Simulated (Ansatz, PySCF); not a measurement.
This PySCF input computes a PBE/def2-TZVPD energy:

```python
from pyscf import gto, scf, dft

mol = gto.M(
    atom='''
    O     0.48646371    1.42806095   -1.00680368
    Ge   -0.00769305    0.01501473   -0.01743321
    O    -1.20130562    0.30174007    1.24500000
    O    -0.73125555   -1.13420770   -1.13426977
    O     1.48887317   -0.48209983    0.78269920
    H    -0.82708789    0.69943317    2.03898111
    H    -1.51133733   -1.55794691   -0.75721622
    H     2.24239727   -0.52990586    0.18309185
    ''',
    basis='def2-tzvpd',
    charge=0,
    spin=1,
    verbose=4,
)

mf = dft.UKS(mol, xc='pbe').density_fit(auxbasis='def2-universal-jkfit')
mf.grids.level = 3
mf.conv_tol = 1e-9
mf.max_cycle = 100
mf.max_memory = 1500
mf.kernel()
if not mf.converged:
    mf = mf.newton()
    mf.kernel(mf.make_rdm1())
for _ in range(2):
    mo, _, stable, _ = mf.stability(return_status=True)
    if stable:
        break
    mf.kernel(mf.make_rdm1(mo, mf.mo_occ))
mf.analyze()
```

Task: Write an input for the same energy in Ansatz (a program for electronic structure) and say what it gives.

Result: 
Ansatz 0.2 input:
```yaml
crystal:
  periodic: [false, false, false]
  atoms:
    - {symbol: O, position_ang: [0.48646371, 1.42806095, -1.00680368]}
    - {symbol: Ge, position_ang: [-0.00769305, 0.01501473, -0.01743321]}
    - {symbol: O, position_ang: [-1.20130562, 0.30174007, 1.24500000]}
    - {symbol: O, position_ang: [-0.73125555, -1.13420770, -1.13426977]}
    - {symbol: O, position_ang: [1.48887317, -0.48209983, 0.78269920]}
    - {symbol: H, position_ang: [-0.82708789, 0.69943317, 2.03898111]}
    - {symbol: H, position_ang: [-1.51133733, -1.55794691, -0.75721622]}
    - {symbol: H, position_ang: [2.24239727, -0.52990586, 0.18309185]}
basis:
  gaussian:
    orbitals: def2-TZVPD
hamiltonian:
  xc: {name: PBE}
magnetization: {spin_polarized: true, initial_magnetization: 1}
output: {forces: true}
```
It gives -2379.24461 Eh, and PySCF -2379.24472 Eh, a difference of 0.11 mEh, from the treatment of integrals and grids.

It need not be the lowest isomer of its formula.
